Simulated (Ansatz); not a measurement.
Relaxation of CH₄BClO (8 atoms, charge 0, multiplicity 1), to a largest force component of 0.03 eV/Å in at most 50 steps.

Theory: RKS r2SCAN/def2-mTZVP in Ansatz 0.2.0.

```xyz
8
Properties=species:S:1:pos:R:3:forces:R:3
B 0.082 -0.350 -0.352 0.47 -0.06 -0.45
Cl 1.527 -0.271 -1.487 -0.39 -0.03 0.29
O -0.753 -1.401 -0.504 0.11 0.12 0.01
H -0.454 -1.985 -1.219 -0.11 -0.05 0.04
C -0.086 0.776 0.696 -0.10 -0.01 0.09
H 0.809 0.841 1.321 0.02 0.02 0.04
H -0.169 1.747 0.200 0.00 0.04 -0.01
H -0.956 0.643 1.344 0.01 -0.03 -0.03
```

Task: Where does it end, and by what steps?

Result: It converged. After 5 steps the energy has fallen by 0.019 eV; H8 moved furthest, 0.06 Å.

```
step  energy less start (eV)  largest force component (eV/Å)  accepted
   0                  0.0000                           0.470       yes
   1                 -0.0110                           0.331       yes
   2                 -0.0187                           0.112       yes
   3                 -0.0190                           0.150       yes
   4                 -0.0193                           0.047       yes
   5                 -0.0195                           0.004       yes
```

```xyz
8
Properties=species:S:1:pos:R:3
B 0.123 -0.339 -0.375
Cl 1.527 -0.269 -1.503
O -0.736 -1.377 -0.489
H -0.497 -1.998 -1.192
C -0.077 0.775 0.690
H 0.794 0.849 1.348
H -0.171 1.757 0.215
H -0.963 0.602 1.305
```

Whether the end is a true minimum wasn't checked by a vibrational analysis.

Run time: 19 s on 2 threads of Arm Neoverse V1, with other jobs on the host, peak memory 0.18 GiB.
